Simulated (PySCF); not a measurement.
C6H5FO.
Geometry (PBE0-D3(BJ)/def2-SVP, Å), atoms numbered from 1 in this order:
```xyz
13
C6H5FO angstrom
O      2.368   -0.233   -0.002
C      1.031   -0.069    0.009
C      0.229   -1.217    0.024
C     -1.155   -1.087    0.035
C     -1.768    0.167    0.031
C     -0.951    1.289    0.017
F     -1.503    2.501    0.013
C      0.436    1.197    0.006
H      2.798    0.628   -0.011
H      0.713   -2.195    0.027
H     -1.776   -1.986    0.046
H     -2.852    0.286    0.039
H      1.032    2.113   -0.005
```

Computed with PySCF at B3LYP/def2-SVPD, non-relativistic, on one gas-phase PBE0-D3(BJ)/def2-SVP geometry that isn't relaxed in the solvent. The solvent is an IEF-PCM continuum (cavity from Bondi-type radii × 1.2), and excitations are vertical TDDFT with non-equilibrium linear response and a frozen core. Specific hydrogen bonds and non-electrostatic terms are outside this model.

Gas-phase singlets (H = HOMO, L = LUMO):

| state | E (eV) | λ (nm) | f | leading configurations |
| --- | --- | --- | --- | --- |
| S1 | 5.091 | 244 | 0.028 | H→L 77%, H-1→L+1 21% |
| S2 | 5.726 | 217 | 0.000 | H→L+2 98% |
| S3 | 5.888 | 211 | 0.026 | H→L+1 60%, H-1→L 37% |
| S4 | 6.452 | 192 | 0.001 | H-1→L+2 96% |
| S5 | 6.531 | 190 | 0.000 | H→L+3 97% |

Question: How does the list change in cyclohexane (ε = 2.017)?

Answer: 
```csv
state,E (eV),λ (nm),f,leading configurations,change by rank (eV)
S1,5.080,244,0.042,"H→L 79%, H-1→L+1 20%",-0.011
S2,5.846,212,0.046,"H→L+1 64%, H-1→L 33%",+0.120
S3,5.931,209,0.000,H→L+2 98%,+0.043
S4,6.521,190,0.559,"H-1→L 53%, H→L+1 30%, H-1→L+1 10%",+0.069
S5,6.567,189,0.001,H→L+3 95%,+0.036
```

Question: Give the list for chloroform (ε = 4.711), n² = 2.09.

Answer: 
```json
{"state": "S1", "E (eV)": "5.087", "λ (nm)": "244", "f": "0.041", "leading configurations": "H→L 79%, H-1→L+1 20%", "change by rank (eV)": "-0.004"}
{"state": "S2", "E (eV)": "5.844", "λ (nm)": "212", "f": "0.050", "leading configurations": "H→L+1 66%, H-1→L 32%", "change by rank (eV)": "+0.118"}
{"state": "S3", "E (eV)": "6.090", "λ (nm)": "204", "f": "0.000", "leading configurations": "H→L+2 98%", "change by rank (eV)": "+0.202"}
{"state": "S4", "E (eV)": "6.523", "λ (nm)": "190", "f": "0.558", "leading configurations": "H-1→L 53%, H→L+1 28%, H-1→L+1 12%", "change by rank (eV)": "+0.071"}
{"state": "S5", "E (eV)": "6.600", "λ (nm)": "188", "f": "0.001", "leading configurations": "H→L+3 97%", "change by rank (eV)": "+0.069"}
```

Question: How do the frontier levels move from gas to chloroform?

Answer: 
```
orbital  gas (eV)  solvent (eV)  change (eV)
 LUMO+2      0.06          0.50        +0.44
 LUMO+1     -0.26         -0.21        +0.05
   LUMO     -0.68         -0.60        +0.08
   HOMO     -6.58         -6.52        +0.06
 HOMO-1     -7.24         -7.18        +0.06
 HOMO-2     -9.49         -9.45        +0.04
 HOMO-3    -10.04         -9.94        +0.10
```

The HOMO–LUMO gap goes from 5.90 to 5.93 eV.
